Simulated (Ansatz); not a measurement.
All numbers were calculated with Ansatz.

A structure relaxed at PBE0-D4/def2-TZVP, charge 0, multiplicity 1:

```xyz
30

C     2.685    0.841    1.276
C     2.463   -0.651    1.081
C     1.455   -0.996    0.029
C     1.273   -0.354   -1.215
C     0.256   -1.031   -1.928
C    -0.192   -2.104   -1.130
C     0.536   -2.074    0.076
Hf   -0.899    0.031    0.012
N    -0.802   -0.124    2.063
O    -0.686    1.923   -0.343
C    -0.104    3.143   -0.624
O    -2.735   -0.325   -0.481
C    -3.923   -0.900   -0.886
H     3.444    1.024    2.039
H     1.759    1.328    1.591
H     3.024    1.320    0.354
H     3.414   -1.130    0.820
H     2.153   -1.102    2.028
H     1.807    0.519   -1.563
H    -0.117   -0.766   -2.908
H    -0.979   -2.800   -1.383
H     0.414   -2.755    0.906
H    -0.252   -0.743    2.636
H    -1.389    0.435    2.668
H     0.794    3.027   -1.247
H    -0.804    3.793   -1.164
H     0.194    3.659    0.297
H    -4.496   -1.266   -0.025
H    -4.546   -0.172   -1.421
H    -3.748   -1.750   -1.559
```

Q: Give its formula and SMILES.

A: C9H17HfNO2, `CC[C@@]12[C@H]3[C@H]4[C@H]5[C@@H]1[Hf]4532([NH2])([O]C)[O]C`.

Q: Point group (tolerance 0.08 Å, 0.16 Å for H)?

A: C1.

Q: Summarise the bond lengths by kind.

A: 7 × C–C 1.409 to 1.521 Å; 15 × C–H 1.080 to 1.099 Å; 5 × C–Hf 2.495 to 2.568 Å; 1 × Hf–N 2.059 Å; 2 × Hf–O 1.935 to 1.936 Å; 2 × H–N 1.007 to 1.011 Å; 2 × C–O 1.380 to 1.381 Å.
